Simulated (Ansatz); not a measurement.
C₂H₅BN₂O (`N#CCB(N)O`), relaxed with RKS PBE0-D4/def2-TZVP in the Gaussian-basis code of Ansatz from a PBE-D4/def2-SVP geometry. The force threshold is 0.005 eV/Å; the program also tests the step.

Total charge 0; spin multiplicity 1.

Start:

```xyz
11

N     1.679    1.471   -1.755
C     1.429    0.657   -0.949
C     1.014   -0.319    0.045
B    -0.569   -0.252    0.369
N    -1.389    0.681   -0.284
O    -1.131   -1.113    1.291
H     1.279   -1.339   -0.310
H     1.593   -0.157    0.982
H    -2.390    0.749   -0.104
H    -1.030    1.341   -0.973
H    -0.486   -1.720    1.688
```

```json
{"step": "1", "energy (eV)": "-7855.3960", "largest force (eV/Å)": "2.381", "largest move (Å)": "0.000"}
{"step": "2", "energy (eV)": "-7855.4548", "largest force (eV/Å)": "0.206", "largest move (Å)": "0.029"}
{"step": "3", "energy (eV)": "-7855.4577", "largest force (eV/Å)": "0.051", "largest move (Å)": "0.007"}
{"step": "4", "energy (eV)": "-7855.4577", "largest force (eV/Å)": "0.081", "largest move (Å)": "0.011"}
{"step": "5", "energy (eV)": "-7855.4582", "largest force (eV/Å)": "0.013", "largest move (Å)": "0.010"}
{"step": "6", "energy (eV)": "-7855.4582", "largest force (eV/Å)": "0.005", "largest move (Å)": "0.002"}
{"step": "7", "energy (eV)": "-7855.4582", "largest force (eV/Å)": "0.003", "largest move (Å)": "0.001"}
```

End:

```xyz
11

N     1.694    1.447   -1.735
C     1.424    0.655   -0.945
C     1.006   -0.314    0.042
B    -0.563   -0.247    0.363
N    -1.385    0.675   -0.280
O    -1.115   -1.104    1.280
H     1.267   -1.317   -0.313
H     1.577   -0.150    0.963
H    -2.371    0.736   -0.095
H    -1.040    1.328   -0.961
H    -0.493   -1.710    1.682
```

Run time 26 s (4 threads of an Arm Neoverse V1 on a shared host); peak host memory 0.53 GiB.
